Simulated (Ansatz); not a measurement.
Reaction (substitution at a C–Ge bond): `[NH2][GeH2][CH2]F` + `CSS` → `CSSCF` + `[NH2][GeH3]`

Isolated molecules relaxed with PBE0-D4/def2-TZVP in Ansatz; ΔE leaves out vibrations. CCSD(T)/CBS is the MP2 limit (def2-TZVPP, def2-QZVPP) plus CCSD(T) − MP2 in def2-TZVPP, frozen cores. DFT in def2-TZVPP. For Ge outer-core shells are correlated without core-valence functions, which leaves a few kJ/mol of doubt a bond. Scalar relativity is left out up to krypton. Each species was taken in one conformer, which may not be the lowest.

```tsv
level	ΔE (kJ/mol)	difference from CCSD(T)/CBS
r2SCAN-D4	-4.3	-5.8
PBE0-D4	-3.2	-4.7
ωB97X-V	-1.1	-2.6
B2PLYP	0.7	-0.8
PBE	-3.7	-5.2
PBE0	-1.7	-3.2
HF/def2-TZVPP	4.5	3.0
MP2/def2-TZVPP	0.8	-0.7
CCSD/def2-TZVPP	5.9	4.4
CCSD(T)/def2-TZVPP	3.4	1.9
HF/def2-QZVPP	4.0	2.5
MP2/def2-QZVPP	-0.4	-1.9
SCS-MP2/def2-QZVPP	1.3	-0.2
HF/CBS(def2)	3.9	2.4
MP2/CBS(def2)	-1.1	-2.6
CCSD/CBS(def2)	4.0	2.5
CCSD(T)/CBS	1.5	0
```

Largest T1 diagnostic among the species: 0.012.
